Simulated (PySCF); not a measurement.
# How methods differ on the ionisation energy of Mn²⁺

Mn²⁺ [Ar] 3d5 (6S) → Mn³⁺ [Ar] 3d4 (5D), as a difference of total energies. Computed with PySCF 2.14 in cc-pVTZ (7s6p4d2f1g, 68 functions), with the non-relativistic Hamiltonian (point nucleus). Correlated levels: valence: [Ar] frozen. The calculations carry no spin-orbit coupling.

```json
{"method": "UHF", "ionisation energy (eV)": "32.589", "difference from reference (eV)": "-1.079"}
{"method": "M06-2X", "ionisation energy (eV)": "33.632", "difference from reference (eV)": "-0.036"}
{"method": "B3LYP", "ionisation energy (eV)": "34.087", "difference from reference (eV)": "+0.419"}
{"method": "MP2 (valence)", "ionisation energy (eV)": "33.418", "difference from reference (eV)": "-0.250"}
{"method": "SCS-MP2 (valence)", "ionisation energy (eV)": "32.865", "difference from reference (eV)": "-0.803"}
```

Reference: 33.668 ± 0.012 eV (measured; NIST Atomic Spectra Database, ionization energies).

These non-relativistic numbers lack the scalar-relativistic shift.

The reference lies between the lowest fine-structure levels, while these numbers refer to the centres of the terms.

Errors of the correlated levels include the incompleteness of this basis and the frozen core.
